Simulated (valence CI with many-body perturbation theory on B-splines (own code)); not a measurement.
**Hf II: electric-dipole lines**

Computed by valence CI with perturbative core correlation (CI+MBPT): three valence electrons over a frozen Dirac-Fock core [Xe] 4f14, a basis of 7 s, 7 p, 8 d, 6 f, 4 g, 1 h functions for each j, with the one-electron correlation potential Σ1 (screened to all orders), the two-electron term Σ2, the three-electron term Σ3, Breit, model QED; selected single and double excitations, second order for the rest, scaled by the run's own slope (own B-spline code, finite nucleus).

Against 15 measured levels this calculation errs by 694 cm⁻¹ on average and by 1298 at most. These come from a selection out of the NIST Handbook of Basic Atomic Spectroscopic Data. Levels without a partner in it may be off by more, other configurations by 1,000 to 4,000 cm⁻¹. 3 measured levels below the end of the list, from 34942 cm⁻¹ on, found no clear computed partner.

Lines 1 to 50 of 524 in falling wavelength, among levels below 10.474 eV, chosen from the strongest by gf and those to the six lowest levels. Wavelengths and rates use the calculated energies, so an error of 700 cm⁻¹ moves a line at 24940 Å by 17 % and its rate by three times that or more. Electric multipoles are in the length gauge, E1 and E2 with the static RPA response of the core. Weak lines are less certain than strong ones. Lines between different terms over intervals too small for the method are left out, as are lines whose strength nearly cancels. Where a level lies close to another of its J and parity, the split of strength between their lines is uncertain. The highest levels of a list are the least certain.

Names give the largest LS component (configuration and term), which can be under half, so a name can repeat, a term be missing and a line seem to break the LS rules; names also repeat where a configuration has a term twice. Letters in brackets count levels of one name in rising energy.

```
λ vac (Å)               Upper              Lower   A (s⁻¹)  log gf  Branch %
    24940       5d²7p ⁴F°_9/2      5d²6d ⁴G_11/2  9.12e+05   -0.07       1.6
    24720   5d²7p ⁴F°_5/2 [a]       5d²6d ⁴G_7/2  1.10e+06   -0.22       1.8
    24540       5d²7p ⁴G°_9/2      5d²6d ⁴H_11/2  2.49e+06    0.35       5.0
    24230   5d²7p ⁴G°_7/2 [a]       5d²6d ⁴G_7/2  4.24e+05   -0.53       0.7
    22840   5d²7p ⁴G°_7/2 [b]  5d6s6d ⁴G_7/2 [a]  4.85e+05   -0.52       0.8
    21790       5d²7p ⁴G°_9/2   5d²6d ⁴G_9/2 [a]  8.41e+05   -0.22       1.7
    20190       5d²7p ²G°_7/2   5d²6d ⁴G_9/2 [a]  7.06e+05   -0.46       0.9
    11700       5d²7p ⁴F°_9/2       5d²6d ⁴G_7/2  1.67e+06   -0.47       2.9
    10760       5d²7p ⁴G°_5/2   5d²7s ⁴F_5/2 [a]  1.11e+07    0.06      24.8
    10660       5d²7p ²F°_5/2       5d6p² ⁴F_5/2  3.73e+06   -0.42       3.6
    10520       5d²7p ⁴G°_5/2       5d²7s ⁴F_3/2  1.49e+07    0.17      33.5
    10170       5d²7p ⁴D°_5/2       5d²7s ²D_3/2  3.90e+06   -0.44       5.1
    10130   5d²7p ⁴F°_5/2 [b]       5d²7s ⁴F_7/2  1.61e+07    0.17      33.7
    10100   5d²7p ⁴G°_7/2 [b]       5d²7s ⁴F_7/2  1.64e+07    0.30      25.5
     9962   5d²7p ⁴F°_5/2 [b]   5d²7s ⁴F_5/2 [b]  9.06e+06   -0.09      19.0
     9955   5d²7p ⁴F°_3/2 [a]   5d²7s ⁴F_5/2 [a]  2.22e+07    0.12      50.5
     9939       5d²7p ²F°_7/2       5d²7s ⁴F_9/2  1.46e+07    0.24      29.4
     9927   5d²7p ⁴G°_7/2 [b]   5d²7s ⁴F_5/2 [b]  8.69e+06    0.01      13.5
     9883       5d²7p ⁴F°_9/2       5d²7s ⁴F_9/2  2.26e+07    0.52      39.2
     9758      5d6s7p ²F°_5/2       5d²7s ²F_7/2  1.05e+07   -0.05       8.9
     9755   5d²7p ⁴F°_3/2 [a]       5d²7s ⁴F_3/2  8.12e+06   -0.33      18.4
     9720       5d²7p ²F°_7/2       5d²7s ²F_7/2  1.04e+07    0.07      20.8
     9666       5d²7p ⁴F°_9/2       5d²7s ²F_7/2  4.17e+06   -0.23       7.2
     9476      5d6s7p ²P°_1/2       5d²7s ²D_3/2  1.76e+07   -0.32      12.6
     9434       5d²7p ²D°_3/2  5d6s7s ⁴D_5/2 [b]  1.76e+07   -0.03      33.6
     9306  5d6s7p ⁴D°_3/2 [b]   5d²7s ⁴F_5/2 [b]  7.36e+06   -0.42       8.7
     9303       5d²7p ⁴D°_5/2  5d6s7s ²D_3/2 [a]  5.45e+06   -0.37       7.1
     9202      5d6s7p ⁴F°_5/2  5d6s7s ⁴D_5/2 [a]  2.08e+07    0.20      32.9
     9144       5d²7p ²F°_5/2       5d²7s ²D_3/2  8.89e+06   -0.17       8.6
     9095      5d6s7p ⁴F°_7/2       5d²7s ⁴F_7/2  4.21e+06   -0.38       5.8
     9092      5d6s7p ²F°_5/2  5d6s7s ²D_3/2 [b]  6.80e+06   -0.30       5.8
     9060       5d²7p ⁴D°_5/2       5d²7s ⁴F_7/2  1.10e+07   -0.09      14.5
     9053  5d6s7p ⁴D°_3/2 [a]  5d6s7s ⁴D_5/2 [a]  2.12e+07    0.02      26.2
     9040      5d6s7p ⁴F°_3/2      5d6s7s ⁴D_3/2  1.42e+07   -0.16      27.1
     9039      5d6s7p ²F°_5/2  5d6s7s ⁴D_5/2 [b]  5.88e+06   -0.36       5.0
     9008       5d²7p ⁴G°_9/2       5d²7s ⁴F_7/2  3.86e+07    0.67      78.1
     8922       5d²7p ⁴D°_5/2   5d²7s ⁴F_5/2 [b]  1.35e+07   -0.02      17.7
     8883   5d²7p ⁴F°_5/2 [a]   5d²7s ⁴F_5/2 [a]  2.15e+07    0.18      35.1
     8878  5d6s7p ⁴D°_5/2 [b]      5d6s7s ⁴D_7/2  1.34e+07   -0.02      19.4
     8866   5d²7p ⁴F°_3/2 [b]   5d²7s ⁴F_5/2 [a]  9.88e+06   -0.33      12.2
     8837   5d²7p ⁴F°_5/2 [b]  5d6s7s ⁴D_5/2 [a]  4.76e+06   -0.48      10.0
     8818   5d²7p ⁴G°_7/2 [a]   5d²7s ⁴F_5/2 [a]  3.77e+07    0.55      61.5
     8814  5d6s7p ⁴D°_5/2 [b]  5d6s7s ⁴D_5/2 [b]  1.50e+07    0.02      21.8
     8798      5d6s7p ⁴D°_1/2      5d6s7s ⁴D_3/2  2.40e+07   -0.25      31.6
     8767      5d6s7p ⁴F°_3/2      5d6s7s ⁴D_1/2  1.74e+07   -0.10      33.2
     8764       5d²7p ⁴D°_3/2   5d²7s ⁴F_5/2 [b]  2.07e+07   -0.02      20.3
     8724   5d²7p ⁴F°_5/2 [a]       5d²7s ⁴F_3/2  1.86e+07    0.11      30.5
     8721       5d²7p ²G°_7/2       5d²7s ⁴F_7/2  1.61e+07    0.17      20.0
     8719      5d6s7p ²P°_1/2  5d6s7s ²D_3/2 [a]  1.96e+07   -0.35      14.0
     8708      5d6s7p ⁴F°_5/2      5d6s7s ⁴D_3/2  9.39e+06   -0.19      14.8
```

Question: How does gf follow from A for the line at 10660 Å?

Answer: gf = 1.4992 × (2J+1)_upper × A / σ², with σ = 9381 cm⁻¹ and 2J+1 = 6: gf = 0.381.
